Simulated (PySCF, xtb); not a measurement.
TiOF₂, SMILES [F][Ti]([F])=[O], multiplicity 1.

Harmonic wavenumbers (cm⁻¹) from GFN2-xTB (xtb) at its own minimum, in rising order: 131, 212, 255, 539, 613, 931.

Q: What does PBE-D3(BJ)/def2-SVP in PySCF give at its own minimum? (The exact figures need the calculation; the answer reports its results.)

A: 111, 209, 273, 692, 789, 1078. Paired by order, the mean absolute difference is 87 cm⁻¹ and the zero-point energies are 3.8 and 4.5 kcal/mol.
